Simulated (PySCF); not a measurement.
A run for PySCF: R-HF/3-21G on ClH2Sb (SMILES [Cl][SbH2]), a point of a bond scan (R = 1.375 Å).

```python
from pyscf import gto, scf, dft, mp
from pyscf.data.elements import chemcore

mol = gto.M(
    atom='''
    Sb   -0.33564918   -0.34298871    0.31866257
    H    -0.06750143   -1.42958874   -0.47981578
    H    -1.71924546    0.02483330   -0.63200022
    Cl    1.10810693    1.12757821   -0.87884443
    ''',
    basis='3-21g',
    charge=0, spin=0, verbose=3, max_memory=1800)
mf = scf.RHF(mol)
mf.conv_tol = 1e-8
mf.max_cycle = 100
mf.kernel()
if not mf.converged:
    mf = mf.newton().run(mf.mo_coeff, mf.mo_occ)
```

What total energy does the run end on?

-6744.0732 hartree.
